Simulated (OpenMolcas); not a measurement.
## Yb3+: effect of the metal basis and ligand basis

Yb3+ with 8 ligands (fluoride) in cubic eightfold coordination (Oh) at 2.29 Å. A charge of +0.625 e stands 2.4 Å behind each ligand.

```json
{
  "Program": "OpenMolcas",
  "Method": "SS-CASPT2, IPEA 0.25 Eh, imaginary shift 0.1 Eh (closed shells correlated: 5s 5p and the ligand valence shells)",
  "Spin-orbit coupling": "RASSI with atomic mean-field integrals over the reference wave functions"
}
```

Fixed: active space 13 electrons in 7 orbitals (4f), DKH2 Hamiltonian.

States (labels of O, the rotations of Oh). Energies in cm-1 above the lowest state or level, χT in cm3 K/mol.

```tsv
Run	Metal basis	Ligand basis	Ground state	First state of that spin	First gap with spin-orbit (degeneracies)	Width of lowest J	χT at 300 K	Cost
A	ANO-RCC-VDZP	ANO-RCC-VDZP	2A2	2T2 730	440 (2, 4)	452	2.259	roughly 50 core-seconds
B	ANO-RCC-VTZP	ANO-RCC-VTZP	2A2	2T2 720	440 (2, 4)	454	2.264	roughly 9 core-minutes
```

Against A, the width of the lowest J multiplet changes by +0.4 % in B.

Costs are those of the CASPT2 steps.

Roots that are degenerate in the reference are averaged as groups; the widest CASPT2 spread within a group is 11 cm-1 (the 3-fold group of multiplicity 2 near 728 cm-1 above the lowest state of its run, A). Shifts and gaps below about the spread of the groups concerned are not significant. Over all roots computed the reference weight is 0.64 in A, 0.61 in B; a low but even weight reflects the number of correlated electrons. Splittings of an f shell from a small cluster at a set distance can be off by tens of per cent, mostly too small. No measured value stands beside these numbers; the geometry was imposed, not optimised, and the real ion may take another.
